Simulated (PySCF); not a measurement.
## Electron correlation in Cr⁺ (chromium, charge +1)

Starting occupation: [Ar] 3d4 4s1, 3d5/2 with m_j = -1/2, +1/2, +3/2, +5/2, 4s1/2 with m_j = +1/2. All numbers are calculated (PySCF 2.14, X2C-1e with screened-nucleus spin-orbit coupling, Gaussian nucleus, in x2c-TZVPall-2c). Frozen: [Ne]; 13 electrons correlated; the 6 highest virtual spinors left out.

MP2 pair energies summed by pair of shells (mhartree):

| pair | energy | share (%) |
| --- | --- | --- |
| 3d-3p | -110.01 | 37.0 |
| 3p-3p | -87.38 | 29.4 |
| 3d-3d | -32.96 | 11.1 |
| 3p-3s | -25.12 | 8.5 |
| 3d-3s | -15.60 | 5.3 |
| 3p-4s | -11.96 | 4.0 |
| 3d-4s | -9.00 | 3.0 |
| 3s-3s | -4.11 | 1.4 |
| 3s-4s | -0.80 | 0.3 |

Total MP2 correlation energy: -296.93 mhartree.

The GHF reference relaxed away from the jj start to a determinant that is no pure jj level (⟨S²⟩ = 8.75, ⟨J²⟩ = 24.75); the energies belong to that determinant.

This basis was not built for core-valence correlation, so the inner-shell part is incomplete.
